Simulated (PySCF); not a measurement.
Gas-phase reaction: GeF2 + 2 GeH4 ⇌ 3 GeH2 + 2 HF

Computed with PySCF and rigid-rotor harmonic-oscillator thermochemistry at 1 bar. † marks an energy on the PBE0/def2-TZVP geometry and frequencies; other levels use their own. MP2 and CCSD(T) freeze the core. 6-31G* has spherical d functions here. All species are closed-shell singlets. Ge: all electrons, no relativistic terms. GeH2: computed as isolated molecules; such fragments, hydroxides, amides, oligomers or adducts are transient or little studied in the gas. MP2 isn't extrapolated to the basis-set limit; its ΔH°(298 K) is 628.3 kJ in def2-SVP and 620.2 kJ in def2-TZVPP. CCSD(T) isn't extrapolated to the basis-set limit; its ΔH°(298 K) is 585.9 kJ in def2-SVP and 585.7 kJ in def2-TZVPP. The harmonic model lacks anharmonicity and excited electronic states, which grow with temperature; levels with a mode under 35 cm⁻¹ are left out.

```
level               ΔE electronic, kJ  ΔH°(298 K), kJ  ΔS°(298 K), J/K  ΔG°(2500 K), kJ
------------------  -----------------  --------------  ---------------  ---------------
BLYP/def2-TZVP†                   572             557              303             -185
CCSD(T)/def2-SVP†                 601             586              303             -156
HF/6-31G*                         603             586              305             -169
M06-2X/def2-TZVP†                 608             592              303             -149
MP2/def2-TZVPP†                   635             620              303             -122
PBE/def2-SVP                      649             633              302             -105
PBE/def2-TZVP†                    611             595              303             -146
PBE0/def2-QZVP†                   604             588              303             -153
r2SCAN/def2-TZVP†                 656             641              303             -101
ωB97M-V/def2-TZVP†                605             590              303             -152
```
ΔH° is lowest at BLYP/def2-TZVP† and highest at r2SCAN/def2-TZVP†. No reference value is set beside these.
